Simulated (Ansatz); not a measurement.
One change: `C[BH][AlH][F]` becomes `C[BH][AlH][SiH2]C`.

Ansatz, PBE0-D4/def2-TZVP geometries, multiplicity 1. Each molecule was computed in one conformer, which needn't be the lowest.

| property | `C[BH][AlH][F]` |
| --- | --- |
| LUMO energy (PBE0/def2-TZVPP) / eV | -2.01 |
| HOMO energy (PBE0/def2-TZVPP) / eV | -7.29 |
| HOMO–LUMO gap (ωB97M-V/def2-TZVPP) / eV | 9.34 |
| LUMO energy (PBE/def2-TZVPP) / eV | -2.99 |
| HOMO energy (B3LYP/def2-TZVPP) / eV | -7.12 |
| LUMO energy (B3LYP/def2-TZVPP) / eV | -2.20 |

**Question.** Give the same properties after the change, and the shifts. (Estimate.)

**Answer.** Ansatz gave: 
```
                               property  `C[BH][AlH][SiH2]C`  shift
     LUMO energy (PBE0/def2-TZVPP) / eV                -1.77   0.24
     HOMO energy (PBE0/def2-TZVPP) / eV                -6.62   0.67
HOMO–LUMO gap (ωB97M-V/def2-TZVPP) / eV                 8.48  -0.86
      LUMO energy (PBE/def2-TZVPP) / eV                -2.69   0.30
    HOMO energy (B3LYP/def2-TZVPP) / eV                -6.45   0.67
    LUMO energy (B3LYP/def2-TZVPP) / eV                -1.95   0.25
```

With PBE0 the HOMO rises by 0.67 eV and the LUMO rises by 0.24 eV, so the gap narrows by about 0.43 eV. PBE moves the HOMO by 0.52 eV and ωB97M-V by 0.80 eV.

B3LYP here is the variant with VWN-RPA as its local correlation; programs differ in this.
